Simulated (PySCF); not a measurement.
Isomers of C4H9FO3Si, mass 152.030 u with the commonest isotopes. Method: PBE0/pcSseg-1 in PySCF (dipole) on a GFN2-xTB geometry, gas phase. One conformer each, none proved a minimum here; rigid rotors.

Question: Order these by rotational constant B, smallest first.
A. `[O:1]=[C:2]([CH2:3][SiH2:4][F:5])[O:6][CH2:7][CH2:8][OH:9]` with O1–C2–C3–Si4 -5°, C2–C3–Si4–F5 180°, O1–C2–O6–C7 3°, C2–O6–C7–C8 88°, O6–C7–C8–O9 -56°
B. `[CH3:1][O:2][SiH2:3][O:4]/[C:5](=[CH:6]\[F:7])[O:8][CH3:9]` with C1–O2–Si3–O4 -179°, O2–Si3–O4–C5 -65°, Si3–O4–C5–C6 -10°, O4–C5–O8–C9 -4°
C. `[CH3:1][O:2][Si:3]([OH:4])(/[CH:5]=[CH:6]\[F:7])[O:8][CH3:9]` with C1–O2–Si3–O4 48°, O2–Si3–O4–H -167°, O2–Si3–C5–C6 143°, O2–Si3–O8–C9 -46°
D. `[CH3:1][C@@H:2]([O:3][SiH3:4])[C@H:5]([F:6])[C:7](=[O:8])[OH:9]` with C1–C2–O3–Si4 21°, C1–C2–C5–F6 55°, C2–C5–C7–O8 78°, C5–C7–O9–H 177°
E. `[CH3:1][O:2][SiH2:3][O:4][C@@H:5]1[CH2:6][C@@H:7]([F:8])[O:9]1` with C1–O2–Si3–O4 -176°, O2–Si3–O4–C5 -174°, Si3–O4–C5–C6 87°
F. `[CH3:1][O:2][C@@:3]1([O:4][SiH2:5][OH:6])[CH2:7][C@H:8]1[F:9]` with C1–O2–C3–O4 71°, O2–C3–O4–Si5 46°, C3–O4–Si5–O6 180°, O4–Si5–O6–H -29°
G. `[CH3:1][O:2][Si:3]([F:4])([O:5][CH3:6])[C:7]([CH3:8])=[O:9]` with C1–O2–Si3–F4 68°, O2–Si3–O5–C6 -59°, O2–Si3–C7–C8 -154°

Answer: A (582.4 MHz), E (600.1 MHz), F (822.5 MHz), B (879.1 MHz), C (1025 MHz), D (1125 MHz), G (1271 MHz).

Question: Order these by rotational constant C, largest first.
A. `[CH3:1][O:2][Si:3]([F:4])([O:5][CH3:6])[C:7]([CH3:8])=[O:9]` with C1–O2–Si3–F4 68°, O2–Si3–O5–C6 -59°, O2–Si3–C7–C8 -154°
B. `[CH3:1][O:2][SiH2:3][O:4][C@@H:5]1[CH2:6][C@@H:7]([F:8])[O:9]1` with C1–O2–Si3–O4 -176°, O2–Si3–O4–C5 -174°, Si3–O4–C5–C6 87°
C. `[CH3:1][O:2][SiH2:3][O:4]/[C:5](=[CH:6]\[F:7])[O:8][CH3:9]` with C1–O2–Si3–O4 -179°, O2–Si3–O4–C5 -65°, Si3–O4–C5–C6 -10°, O4–C5–O8–C9 -4°
D. `[CH3:1][C@@H:2]([O:3][SiH3:4])[C@H:5]([F:6])[C:7](=[O:8])[OH:9]` with C1–C2–O3–Si4 21°, C1–C2–C5–F6 55°, C2–C5–C7–O8 78°, C5–C7–O9–H 177°
E. `[F:1][C@H:2]1[CH2:3][O:4][C@@H:5]([O:6][SiH3:7])[O:8][CH2:9]1` with O4–C5–O6–Si7 -175°, F1–C2–C3–O4 174°, C2–C3–O4–C5 -58°, C3–O4–C5–O6 -66°, O4–C5–O8–C9 -59°
F. `[O:1]=[C:2]([CH2:3][SiH2:4][F:5])[O:6][CH2:7][CH2:8][OH:9]` with O1–C2–C3–Si4 -5°, C2–C3–Si4–F5 180°, O1–C2–O6–C7 3°, C2–O6–C7–C8 88°, O6–C7–C8–O9 -56°

Answer: D (886.9 MHz), A (862.4 MHz), E (805.4 MHz), C (710.8 MHz), B (581.5 MHz), F (552.0 MHz).

Question: Order these by out-of-plane moment Σ m c² = (Ia + Ib − Ic)/2, largest first.
A. `[CH3:1][O:2][SiH2:3][O:4][C@@H:5]1[CH2:6][C@@H:7]([F:8])[O:9]1` with C1–O2–Si3–O4 -176°, O2–Si3–O4–C5 -174°, Si3–O4–C5–C6 87°
B. `[CH3:1][O:2][C@@:3]1([O:4][SiH2:5][OH:6])[CH2:7][C@H:8]1[F:9]` with C1–O2–C3–O4 71°, O2–C3–O4–Si5 46°, C3–O4–Si5–O6 180°, O4–Si5–O6–H -29°
C. `[O:1]=[C:2]([CH2:3][SiH2:4][F:5])[O:6][CH2:7][CH2:8][OH:9]` with O1–C2–C3–Si4 -5°, C2–C3–Si4–F5 180°, O1–C2–O6–C7 3°, C2–O6–C7–C8 88°, O6–C7–C8–O9 -56°
D. `[CH3:1][C@@H:2]([O:3][SiH3:4])[C@H:5]([F:6])[C:7](=[O:8])[OH:9]` with C1–C2–O3–Si4 21°, C1–C2–C5–F6 55°, C2–C5–C7–O8 78°, C5–C7–O9–H 177°
E. `[CH3:1][O:2][Si:3]([F:4])([O:5][CH3:6])[C:7]([CH3:8])=[O:9]` with C1–O2–Si3–F4 68°, O2–Si3–O5–C6 -59°, O2–Si3–C7–C8 -154°
F. `[F:1][C@H:2]1[CH2:3][O:4][C@@H:5]([O:6][SiH3:7])[O:8][CH2:9]1` with O4–C5–O6–Si7 -175°, F1–C2–C3–O4 174°, C2–C3–O4–C5 -58°, C3–O4–C5–O6 -66°, O4–C5–O8–C9 -59°
G. `[CH3:1][O:2][SiH2:3][O:4]/[C:5](=[CH:6]\[F:7])[O:8][CH3:9]` with C1–O2–Si3–O4 -179°, O2–Si3–O4–C5 -65°, Si3–O4–C5–C6 -10°, O4–C5–O8–C9 -4°
H. `[CH3:1][O:2][Si:3]([OH:4])(/[CH:5]=[CH:6]\[F:7])[O:8][CH3:9]` with C1–O2–Si3–O4 48°, O2–Si3–O4–H -167°, O2–Si3–C5–C6 143°, O2–Si3–O8–C9 -46°

Answer: H (83.92 u·Å²), D (78.43 u·Å²), E (76.95 u·Å²), F (71.63 u·Å²), B (54.23 u·Å²), G (50.93 u·Å²), C (47.40 u·Å²), A (37.06 u·Å²).

```
                        SMILES  point group  Ia (u·Å²)  Ib (u·Å²)  Ic (u·Å²)      κ  μa (D)  μb (D)  μc (D)
           CO[SiH2]O/C(=C\F)OC           C1     238.03     574.86     711.03  -0.76    1.12    1.83    0.14
  CO[SiH2]O[C@@H]1C[C@@H](F)O1           C1     101.04     842.17     869.09  -0.99    1.52    0.21    1.70
             O=C(C[SiH2]F)OCCO           C1     142.57     867.80     915.57  -0.98    2.75    1.91    0.77
C[C@@H](O[SiH3])[C@H](F)C(=O)O           C1     277.25     449.41     569.80  -0.49    1.48    0.66    0.70
   F[C@H]1CO[C@@H](O[SiH3])OC1           C1     191.21     579.56     627.50  -0.93    0.84    0.62    0.23
           CO[Si](F)(OC)C(C)=O           C1     342.21     397.67     585.98   0.33    1.90    0.75    0.64
           CO[Si](O)(/C=C\F)OC           C1     300.05     493.16     625.36  -0.51    0.28    0.72    0.56
    CO[C@@]1(O[SiH2]O)C[C@H]1F           C1     196.13     614.44     702.11  -0.89    0.20    1.02    0.56
```
